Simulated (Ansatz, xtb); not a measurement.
## A geometry optimisation of CH6BFGe with r2SCAN-D4/def2-SVP

The starting geometry of this gas-phase singlet was built from a drawn formula by distance geometry and a force field; its bonds are those of `[CH2+][BH2-][GeH2][F]`.

| atom | x (Å) | y (Å) | z (Å) |
| --- | --- | --- | --- |
| C | -1.7260 | 0.3975 | 2.0587 |
| B | -0.6168 | -0.6746 | 1.6630 |
| F | -0.6662 | 0.0038 | -1.3404 |
| Ge | -0.9228 | -1.3201 | -0.2591 |
| H | -2.7912 | 0.1327 | 2.0266 |
| H | -1.4011 | 1.4096 | 2.3042 |
| H | 0.4782 | -0.2002 | 1.7029 |
| H | -0.6901 | -1.6130 | 2.4239 |
| H | 0.0352 | -2.5111 | -0.5342 |
| H | -2.4193 | -1.8529 | -0.4024 |

Where would you expect an optimisation with r2SCAN-D4/def2-SVP to take it?

It rearranges to `B[CH2][GeH2][F]`. Contacts that open: B2–Ge4 (2.05 → 2.75 Å). Contacts that close: C1–Ge4 (2.99 → 1.96 Å).

The energy falls by 2.11 eV over 52 steps:

```csv
step,E − E(last) (eV)
1,2.112
7,0.256
12,0.031
18,0.026
24,0.022
29,0.022
35,0.020
41,0.013
46,0.002
52,0.000
```

Final geometry (Å):

```yaml
atoms:
  - { symbol: C, position_ang: [-1.6369, -0.3612, 1.6465] }
  - { symbol: B, position_ang: [-0.1462, -0.3188, 2.0788] }
  - { symbol: F, position_ang: [0.1627, -0.7038, -0.6492] }
  - { symbol: Ge, position_ang: [-1.5136, -0.9993, -0.2021] }
  - { symbol: H, position_ang: [-2.2370, -1.1260, 2.1669] }
  - { symbol: H, position_ang: [-2.1587, 0.6074, 1.6355] }
  - { symbol: H, position_ang: [0.4764, 0.7150, 2.0661] }
  - { symbol: H, position_ang: [0.4146, -1.3372, 2.4129] }
  - { symbol: H, position_ang: [-1.7157, -2.5144, -0.3241] }
  - { symbol: H, position_ang: [-2.3657, -0.1898, -1.1880] }
```

From the same start GFN2-xTB reaches the same bonding as this run.

The end wasn't checked by frequencies. Run with Ansatz 0.2.0, 6.2 min on 2 threads of Intel(R) Xeon(R) Processor @ 2.50GHz (Skylake/Cascade Lake), on a shared host.
